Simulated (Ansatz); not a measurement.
CH8ClNSi2 can be A, `N[SiH]([SiH3])CCl`, or B, `N[SiH2]C[SiH2]Cl`.

Calculated with Ansatz (gas phase, PBE0-D4/def2-TZVP geometries, no zero-point term in ΔE). CCSD(T)/CBS is the MP2 limit (def2-TZVPP, def2-QZVPP) plus CCSD(T) − MP2 in def2-TZVPP, frozen cores. Functionals use def2-TZVPP. B3LYP here is the variant with VWN-RPA as its local correlation; programs differ in this. Each species was taken in one conformer, which may not be the lowest.

**Question.** Which is lower in electronic energy at CCSD(T)/CBS, and by how much? (Best estimate.)

**Answer.** Ansatz gave: B, by 181.4 kJ/mol.

**Question.** Give E(B) − E(A) in kJ/mol with CCSD/def2-TZVPP, HF/def2-TZVPP, B3LYP-D4, ωB97M-V, r2SCAN-D4, CCSD(T)/def2-TZVPP, B3LYP. (Estimate.)

**Answer.** Ansatz gave: CCSD/def2-TZVPP -182.3, HF/def2-TZVPP -192.1, B3LYP-D4 -173.3, ωB97M-V -185.6, r2SCAN-D4 -179.1, CCSD(T)/def2-TZVPP -179.8, B3LYP -174.1. None reverses the order clearly.

Largest T1 diagnostic: 0.011.

From PBE to PBE0 (25 % exact exchange), in def2-TZVPP and without D4, E(B) − E(A) moves by −10.1 kJ/mol.
